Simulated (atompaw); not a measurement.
**What one change does to a pseudopotential (Be (Z = 4), PAW (atompaw))**

```json
{
 "Element": "beryllium",
 "Generator": "atompaw 4.2.0.5",
 "Type": "PAW",
 "Functional": "PBE",
 "Relativity": "scalar-relativistic",
 "Frozen core": "none",
 "Valence charge": "4",
 "Reference configuration": "1s2 2s2 2p0",
 "Partial waves": "1s (bound); 2s (bound); 2p (bound, empty); 2p channel at 1.55 Ry",
 "Local potential": "vpsmatchnc scheme with l = 2 at 0 Ry, radius 2.05 bohr",
 "Core correction": "none",
 "Augmentation charge": "sinc compensation charge, radius 2.25 bohr; PAW radius 3.00 bohr; waves and projectors: bloechl"
}
```

All-electron outer shells of the reference configuration (PBE, scalar-relativistic, ld1.x):

```
shell  level (eV)  outermost node (bohr)  outermost maximum (bohr)
   1s     -106.21                      –                      0.27
   2s       -5.61                   0.59                      2.04
   2p       -2.02                      –                      2.28
```

Change: local potential vpsmatchnc scheme with l = 2 at 0 Ry, radius 2.88 bohr.

Cutoffs: the cutoffs (Ry, on a coarse ladder) from which the occupation-weighted sum of valence levels, in a spherical-Bessel basis at the reference potential, stays within 10 and 1 mRy of its value at 400 Ry; they do not see the model core or the augmentation charge, which bear on the density cutoff.

Q: What does the change do?

A: The potential gets softer (25 Ry and 35 Ry → 18 Ry and 30 Ry); neither file shows a bound ghost.

```tsv
quantity	base	changed
cutoff, loose	25 Ry	18 Ry
cutoff, tight	35 Ry	30 Ry
bound ghosts	none	none
s: phases at 3.01 bohr within 0.05 rad from the reference energy up to (Ry; the scan ends near 5)	1.0	0.9
p: phases at 3.01 bohr within 0.05 rad from the reference energy up to (Ry; the scan ends near 5)	to the end of the scan	to the end of the scan
lowest overlap eigenvalue by channel	s 1.00, p 1.00	s 1.00, p 1.00
```

 The cutoffs see the waves, projectors and local potential, not the compensation charge or the core.
